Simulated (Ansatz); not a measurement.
`C[NH][GeH2][NH2]` + H–F → `[NH2][GeH2][F]` + CH₃NH₂ at 298.15 K and 1 bar (ligand exchange at a Ge–N bond).

Calculated with Ansatz (gas phase, PBE0-D4/def2-TZVP geometries, no zero-point term in ΔE). CBS: MP2 limit from def2 TZ/QZ plus the TZ coupled-cluster correction, frozen cores. This one scheme is used for every species. For Ge outer-core shells are correlated without core-valence functions, which leaves a few kJ/mol of doubt a bond. Scalar relativity is left out up to krypton. Each species was taken in one conformer, which may not be the lowest.

```csv
species,CCSD(T)/CBS energy (Eh),H − E (kJ/mol),S (J/(mol·K))
`C[NH][GeH2][NH2]`,-2228.39509,273.1,343.4
H–F,-100.39570,33.5,173.6
`[NH2][GeH2][F]`,-2233.06137,131.2,294.8
CH₃NH₂,-95.75281,180.0,240.4
```

H − E and S are ideal-gas, rigid-rotor, harmonic terms from PBE0-D4/def2-TZVP, for one conformer and one mirror image of each species. 1 Eh = 2625.50 kJ/mol, R = 8.31446 J/(mol·K).

Task: By hand: ΔE, ΔH, ΔS and ΔG.

Result: ΔE = (-2233.06137) + (-95.75281) − (-2228.39509) − (-100.39570) = -0.02339 Eh = -61.4 kJ/mol. Δ(H − E) = 131.2 + 180.0 − 273.1 − 33.5 = 4.6, so ΔH = -56.8 kJ/mol. ΔS = 294.8 + 240.4 − 343.4 − 173.6 = 18.2 J/(mol·K). ΔG = -56.8 − 298.15 × (18.2)/1000 = -62.2 kJ/mol.

Task: By hand: the equilibrium constant, and the temperature at which ΔG would vanish if ΔH and ΔS stayed fixed.

Result: log₁₀ K = −ΔG/(RT ln 10) = 10.9. ΔH and −TΔS have one sign here, so there is no such temperature.

ΔH outweighs TΔS. A doubt of 5 kJ/mol in ΔE shifts log₁₀ K by 0.9 here. Other conformers and mirror images would add mixing entropy, several J/(mol·K) or more a flexible species. These are equilibria of isolated gas molecules and say nothing of rates. Largest T1 diagnostic: 0.011 (customary marks: 0.02 for closed shells, 0.045 for open ones).
